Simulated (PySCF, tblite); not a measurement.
Species: C5H9O2P.
Cartesian coordinates in Å at the GFN2-xTB level; atoms count from 1:
```xyz
17
C5H9O2P angstrom
C      2.0994    0.3335    0.9607
C      1.6305   -0.4192   -0.0179
C      1.0753    0.1227   -1.2930
P     -0.7514   -0.1034   -1.2149
O     -1.2097   -1.4716   -0.9614
C     -1.3147    1.1736    0.0358
C     -1.9230    0.5558    1.2438
O     -1.1567    2.3441   -0.1738
H      2.4703   -0.0908    1.8777
H      2.1432    1.4077    0.8786
H      1.5875   -1.4958    0.0813
H      1.3033    1.1802   -1.4243
H      1.4301   -0.4496   -2.1548
H     -1.1874    0.4553   -2.4212
H     -2.2147    1.2998    1.9807
H     -1.2037   -0.1480    1.6651
H     -2.7852   -0.0325    0.9278
```

The calculation used PBE0/def2-SVPD in PySCF (dipole) on a GFN2-xTB geometry, gas phase.

Take the most abundant isotopes and a rigid rotor. The values belong to one conformer with, in the numbering `[CH2:1]=[CH:2][CH2:3][P@@H:4](=[O:5])[C:6]([CH3:7])=[O:8]`, C1–C2–C3–P4 -107°, C2–C3–P4–O5 -55°, C3–P4–C6–C7 -116°.

**Question.** What are A, B and C (cm⁻¹)?

**Answer.** Ia = 256.73, Ib = 339.62, Ic = 429.85 u·Å²; 505379 MHz·u·Å²/I gives 1969, 1488 and 1176 MHz, that is A = 0.06566, B = 0.04964, C = 0.03922 cm⁻¹.

**Question.** Classify the top.

**Answer.** An asymmetric top: κ = (2 × 1488 − 1969 − 1176)/(1969 − 1176) = -0.21.

**Question.** Is it planar, by Δ = Ic − Ia − Ib?

**Answer.** Not planar: Δ = Ic − Ia − Ib = -166.50 u·Å². For a rigid frame Δ = −2 Σ m c², so Σ m c² = 83.25 u·Å² lies off the ab plane: 18.50 from hydrogen and 64.75 from heavier atoms. The atom farthest from that plane is 1.93 Å away.

**Question.** Give the other two planar moments, Paa and Pbb, and the rms extents of the mass along the axes.

**Answer.** Paa = Σ m a² = (Ib + Ic − Ia)/2 = 256.37 and Pbb = Σ m b² = (Ia + Ic − Ib)/2 = 173.48 u·Å². With the mass M = 132.03 u, the rms extents √(P/M) along a, b and c are 1.39, 1.15, 0.79 Å.

**Question.** List the rotational levels J(Ka,Kc) to J = 3 (cm⁻¹).

**Answer.** Above 0(0,0):
J = 1: 1(0,1) 0.0889, 1(1,1) 0.1049, 1(1,0) 0.1153
J = 2: 2(0,2) 0.2629, 2(1,2) 0.2722, 2(1,1) 0.3034, 2(2,1) 0.3515, 2(2,0) 0.3552
J = 3: 3(0,3) 0.5170, 3(1,3) 0.5211, 3(1,2) 0.5827, 3(2,2) 0.6181, 3(2,1) 0.6342, 3(3,1) 0.7262, 3(3,0) 0.7271
Those of J = 1 are B + C, A + C and A + B.

**Question.** Which types of transition are allowed, and where do some lines up to J = 3 fall?

**Answer.** The dipole components are |μa| = 1.00 D, |μb| = 1.29 D, |μc| = 0.34 D. The squared components, which scale the intensities, stand as 0.61 : 1.00 : 0.07 (a : b : c). Some lines, for components of 0.1 D or more:

| type | branch | J(Ka,Kc) | MHz | lower level (cm⁻¹) |
| --- | --- | --- | --- | --- |
| b | Q | 1(1,0) ← 1(0,1) | 793 | 0.089 |
| b | Q | 2(2,0) ← 2(1,1) | 1551 | 0.303 |
| b | Q | 2(2,1) ← 2(1,2) | 2378 | 0.272 |
| a | R | 1(0,1) ← 0(0,0) | 2664 | 0.000 |
| b | Q | 3(3,0) ← 3(2,1) | 2786 | 0.634 |
| c | R | 1(1,0) ← 0(0,0) | 3457 | 0.000 |
| a | R | 2(1,1) ← 1(1,0) | 5640 | 0.115 |
| c | R | 2(1,1) ← 1(0,1) | 6433 | 0.089 |
| b | R | 3(1,2) ← 2(2,1) | 6932 | 0.352 |
| c | R | 2(2,0) ← 1(1,0) | 7191 | 0.115 |
| b | R | 3(0,3) ← 2(1,2) | 7340 | 0.272 |
| b | R | 2(2,0) ← 1(1,1) | 7504 | 0.105 |
| a | R | 3(0,3) ← 2(0,2) | 7618 | 0.263 |
| a | R | 3(2,1) ← 2(2,0) | 8364 | 0.355 |
| a | R | 3(1,2) ← 2(1,1) | 8374 | 0.303 |
| c | R | 3(1,2) ← 2(0,2) | 9589 | 0.263 |
| b | R | 3(2,1) ← 2(1,2) | 10853 | 0.272 |
| c | R | 3(3,1) ← 2(2,1) | 11235 | 0.352 |
| b | R | 3(3,0) ← 2(2,1) | 11261 | 0.352 |

**Question.** Estimate the classical rotational partition function at 10 K, 200 K and 500 K.

**Answer.** Point group C1, symmetry number σ = 1; q = (√π/σ)·√((kT/h)³/(ABC)), k/h = 20836.6 MHz/K: 2870 at 10 K, 257000 at 200 K, 1020000 at 500 K.

Its lowest GFN2-xTB frequency is 8 cm⁻¹, too small to tell a flat minimum from a shallow saddle. Constants of a rigid frame at the computed geometry: no zero-point averaging, no centrifugal distortion. A rigid rotor knows nothing of internal rotation, which can split or shift real lines.
